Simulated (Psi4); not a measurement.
C$_{3}$H$_{8}$NO (SMILES CN(C)C=[OH+]), charge +1, singlet, at a GFN2-xTB geometry, with bond 7-1 at 1.6 times its length; B3LYP/def2-SV(P) (Psi4 1.11).

The Psi4 input:
```
memory 2 GB

molecule {
1 1
  C    -0.73167972   -1.14649548    0.58147152
  N    -0.32749045    0.16294619    0.12467996
  C    -1.27175011    1.22630015    0.36089755
  C     0.80219514    0.36526470   -0.45731035
  O     1.63846582   -0.60936410   -0.66156684
  H    -0.93219996   -1.11495839    1.65241951
  H     0.51353826   -2.31793265    0.26181110
  H    -1.64787047   -1.44599768    0.07212058
  H    -0.90275906    2.17745703   -0.01518407
  H    -1.46261890    1.31766064    1.43103265
  H    -2.21775428    0.99337170   -0.12983891
  H     1.04430255    1.37695391   -0.77701860
  H     2.46443317   -0.36197009   -1.10579244
}

set basis def2-sv(p)

energy('b3lyp')
print_variables()
```

Output, abridged:

```
   => Loading Basis Set <=

    Name: DEF2-SV(P)
    Role: ORBITAL
    Keyword: BASIS

         ---------------------------------------------------------
                                   SCF
               by Justin Turney, Rob Parrish, Andy Simmonett
                          and Daniel G. A. Smith
                              RKS Reference
         ---------------------------------------------------------

  ==> Geometry <==

    Molecular point group: c1
    Full point group: C1

    Geometry (in Angstrom), charge = 1, multiplicity = 1:

       Center              X                  Y                   Z               Mass
    ------------   -----------------  -----------------  -----------------  -----------------
         C           -0.786242141305    -1.126313694878     0.603273597278    12.000000000000
         N           -0.382052871305     0.183127975122     0.146482037278    14.003074004430
         C           -1.326312531305     1.246481935122     0.382699627278    12.000000000000
         C            0.747632718695     0.385446485122    -0.435508272722    12.000000000000
         O            1.583903398695    -0.589182314878    -0.639764762722    15.994914619570
         H           -0.986762381305    -1.094776604878     1.674221587278     1.007825032230
         H            0.458975838695    -2.297750864878     0.283613177278     1.007825032230
         H           -1.702432891305    -1.425815894878     0.093922657278     1.007825032230
         H           -0.957321481305     2.197638815122     0.006618007278     1.007825032230
         H           -1.517181321305     1.337842425122     1.452834727278     1.007825032230
         H           -2.272316701305     1.013553485122    -0.108036832722     1.007825032230
         H            0.989740128695     1.397135695122    -0.755216522722     1.007825032230
         H            2.409870748695    -0.341788304878    -1.083990362722     1.007825032230

  Running in c1 symmetry.

  Rotational constants: A =      0.30000  B =      0.13394  C =      0.09591 [cm^-1]
  Rotational constants: A =   8993.77446  B =   4015.43027  C =   2875.22476 [MHz]
  Nuclear repulsion =  190.659369887170612

  Charge       = 1
  Multiplicity = 1
  Electrons    = 40
  Nalpha       = 20
  Nbeta        = 20

  ==> Algorithm <==

  SCF Algorithm Type is DF.
  DIIS enabled.
  MOM disabled.
  Fractional occupation disabled.
  Guess Type is SAD.
  Energy threshold   = 1.00e-06
  Density threshold  = 1.00e-06
  Integral threshold = 1.00e-12

  ==> Primary Basis <==

  Basis Set: DEF2-SV(P)
    Blend: DEF2-SV(P)
    Number of shells: 46
    Number of basis functions: 86
    Number of Cartesian functions: 91
    Spherical Harmonics?: true
    Max angular momentum: 2

  ==> DFT Potential <==

   => LibXC <=

    Version 7.1.2
    S. Lehtola, C. Steigemann, M. J. T. Oliveira, and M. A. L. Marques,  SoftwareX 7, 1–5 (2018) (10.1016/j.softx.2017.11.002)

   => Composite Functional: B3LYP <=

    B3LYP Hyb-GGA Exchange-Correlation Functional

    P. J. Stephens, F. J. Devlin, C. F. Chabalowski, and M. J. Frisch,  J. Phys. Chem. 98, 11623 (1994) (10.1021/j100096a001)

    Deriv               =              1
    GGA                 =           TRUE
    Meta                =          FALSE

    Exchange Hybrid     =           TRUE
    MP2 Hybrid          =          FALSE

   => Exchange Functionals <=

    0.0800   Slater exchange
    0.7200         Becke 88

   => Exact (HF) Exchange <=

    0.2000               HF

   => Correlation Functionals <=

    0.1900   Vosko, Wilk & Nusair (VWN5_RPA)
    0.8100   Lee, Yang & Parr

   => LibXC Density Thresholds  <==

    XC_HYB_GGA_XC_B3LYP:  1.00E-15

   => Molecular Quadrature <=

    Radial Scheme          =       TREUTLER
    Pruning Scheme         =           NONE
    Nuclear Scheme         =       TREUTLER

    Blocking Scheme        =         OCTREE
    BS radius alpha        =              1
    Pruning alpha          =              1
    Radial Points          =             75
    Spherical Points       =            302
    Total Points           =         277140
    Total Blocks           =           2079
    Max Points             =            256
    Max Functions          =             85
    Weights Tolerance      =       1.00E-15

   => Loading Basis Set <=

    Name: (DEF2-SV(P) AUX)
    Role: JKFIT
    Keyword: DF_BASIS_SCF

  ==> Integral Setup <==

  SCF_SUBTYPE=INCORE selected. In-core MEM_DF algorithm will be used.
  Using in-core AOs.

  ==> MemDFJK: Density-Fitted J/K Matrices <==

    J tasked:                   Yes
    K tasked:                   Yes
    wK tasked:                   No
    Algorithm:                 Core
    Schwarz Cutoff:           1E-12
    Mask sparsity (%):       0.5408
    Fitting Condition:        1E-10

   => Auxiliary Basis Set <=

  Basis Set: (DEF2-SV(P) AUX)
    Blend: DEF2-UNIVERSAL-JKFIT
    Number of shells: 173
    Number of basis functions: 523
    Number of Cartesian functions: 613
    Spherical Harmonics?: true
    Max angular momentum: 4

  Minimum eigenvalue in the overlap matrix is 6.9057652912E-03.
  Reciprocal condition number of the overlap matrix is 1.1622493483E-03.
    Using symmetric orthogonalization.

  ==> Pre-Iterations <==

  SCF Guess: Superposition of Atomic Densities via on-the-fly atomic UHF (no occupation information).

   -------------------------
    Irrep   Nso     Nmo
   -------------------------
     A         86      86
   -------------------------
    Total      86      86
   -------------------------

  ==> Iterations <==

                           Total Energy        Delta E     RMS |[F,P]|

   @DF-RKS iter SAD:  -248.41599233817027   -2.48416e+02   0.00000e+00
   @DF-RKS iter   1:  -248.26913785192394    1.46854e-01   8.67064e-03 DIIS/ADIIS
   @DF-RKS iter   2:  -247.94163837781133    3.27499e-01   1.20608e-02 DIIS/ADIIS
   @DF-RKS iter   3:  -248.53212802664996   -5.90490e-01   2.67462e-03 DIIS/ADIIS
   @DF-RKS iter   4:  -248.55455651639258   -2.24285e-02   9.61033e-04 DIIS/ADIIS
   @DF-RKS iter   5:  -248.55692578182664   -2.36927e-03   3.21289e-04 DIIS/ADIIS
   @DF-RKS iter   6:  -248.55723121985238   -3.05438e-04   5.73119e-05 DIIS
   @DF-RKS iter   7:  -248.55724383629260   -1.26164e-05   1.47525e-05 DIIS
   @DF-RKS iter   8:  -248.55724451414508   -6.77852e-07   4.69464e-06 DIIS
   @DF-RKS iter   9:  -248.55724460135684   -8.72118e-08   8.44226e-07 DIIS
  Energy and wave function converged.

  ==> Post-Iterations <==

   Electrons on quadrature grid:
      Ntotal   =   39.9999945644 ; deviation = -5.436e-06

    Orbital Energies [Eh]
    ---------------------

    Doubly Occupied:

       1A    -19.411107     2A    -14.617141     3A    -10.536005
       4A    -10.430021     5A    -10.408270     6A     -1.322025
       7A     -1.196488     8A     -0.955244     9A     -0.923132
      10A     -0.834605    11A     -0.787717    12A     -0.722123
      13A     -0.704541    14A     -0.668948    15A     -0.630913
      16A     -0.607954    17A     -0.605188    18A     -0.594090
      19A     -0.500886    20A     -0.490566

    Virtual:

      21A     -0.234964    22A     -0.206086    23A     -0.151289
      24A     -0.107313    25A     -0.087636    26A     -0.047393
      27A     -0.038911    28A     -0.033826    29A     -0.019505
      30A     -0.002688    31A      0.018341    32A      0.064871
      33A      0.104398    34A      0.189493    35A      0.207773
      36A      0.257269    37A      0.266500    38A      0.272321
      39A      0.315773    40A      0.319894    41A      0.380514
      42A      0.391656    43A      0.410465    44A      0.441774
      45A      0.470326    46A      0.490709    47A      0.496404
      48A      0.515621    49A      0.528901    50A      0.532309
      51A      0.548276    52A      0.575818    53A      0.689457
      54A      0.744946    55A      0.768609    56A      0.812953
      57A      0.839013    58A      0.886537    59A      1.055828
      60A      1.137073    61A      1.186096    62A      1.192608
      63A      1.274192    64A      1.383207    65A      1.578090
      66A      1.630764    67A      1.686297    68A      1.713938
      69A      1.737647    70A      1.811153    71A      1.858688
      72A      1.875187    73A      1.905505    74A      1.916880
      75A      2.016515    76A      2.087265    77A      2.290469
      78A      2.321246    79A      2.461414    80A      2.534720
      81A      2.577998    82A      2.721368    83A      2.774432
      84A      2.866686    85A      3.067164    86A      3.269684

    Final Occupation by Irrep:
              A
    DOCC [    20 ]
    NA   [    20 ]
    NB   [    20 ]

  @DF-RKS Final Energy:  -248.55724460135684

   => Energetics <=

    Nuclear Repulsion Energy =            190.6593698871706124
    One-Electron Energy =                -704.5692934602365085
    Two-Electron Energy =                 293.1440692258623812
    DFT Exchange-Correlation Energy =     -27.7913902541532565
    Empirical Dispersion Energy =           0.0000000000000000
    VV10 Nonlocal Energy =                  0.0000000000000000
    Total Energy =                       -248.5572446013568424

Computation Completed

Properties will be evaluated at   0.000000,   0.000000,   0.000000 [a0]

Properties computed using the SCF density matrix

 Multipole Moments:

 ------------------------------------------------------------------------------------
     Multipole            Electronic (a.u.)      Nuclear  (a.u.)        Total (a.u.)
 ------------------------------------------------------------------------------------

 L = 1.  Multiply by 2.5417464519 to convert [e a0] to [Debye]
 Dipole X            :          3.8087205           -3.3450093            0.4637112
 Dipole Y            :         -0.0560268            0.7335244            0.6774977
 Dipole Z            :         -1.8208553            1.4626713           -0.3581840
 Magnitude           :                                                    0.8957270

 ------------------------------------------------------------------------------------

  Variable Map:
  ----------------------------------------------------------------------------
  "CURRENT ENERGY"              =>    -248.557244601357
  "CURRENT REFERENCE ENERGY"    =>    -248.557244601357
  "DD SOLVATION ENERGY"         =>       0.000000000000
  "DFT FUNCTIONAL TOTAL ENERGY" =>    -248.557244601357
  "DFT TOTAL ENERGY"            =>    -248.557244601357
  "DFT VV10 ENERGY"             =>       0.000000000000
  "DFT XC ENERGY"               =>     -27.791390254153
  "GRID ELECTRONS ALPHA"        =>      19.999997282214
  "GRID ELECTRONS BETA"         =>      19.999997282214
  "GRID ELECTRONS TOTAL"        =>      39.999994564427
  "NUCLEAR REPULSION ENERGY"    =>     190.659369887171
  "ONE-ELECTRON ENERGY"         =>    -704.569293460237
  "PCM POLARIZATION ENERGY"     =>       0.000000000000
  "PE ENERGY"                   =>       0.000000000000
  "SCF ITERATION ENERGY"        =>    -248.557244601357
  "SCF ITERATIONS"              =>       9.000000000000
  "SCF TOTAL ENERGY"            =>    -248.557244601357
  "TWO-ELECTRON ENERGY"         =>     293.144069225862
  "XC GRID RADIAL POINTS"       =>      75.000000000000
  "XC GRID SPHERICAL POINTS"    =>     302.000000000000
  "XC GRID TOTAL POINTS"        =>  277140.000000000000

  Array Variable Map:
  ----------------------------------------------------------------------------
  "CURRENT DIPOLE"              =>       0.463711163248 ... -0.358184021869 1 by 3
  "SCF DIPOLE"                  =>       0.463711163248 ... -0.358184021869 1 by 3
  "SCF TOTAL ENERGIES"          =>    -248.415992338170 ... -248.557244601357 1 by 10
```
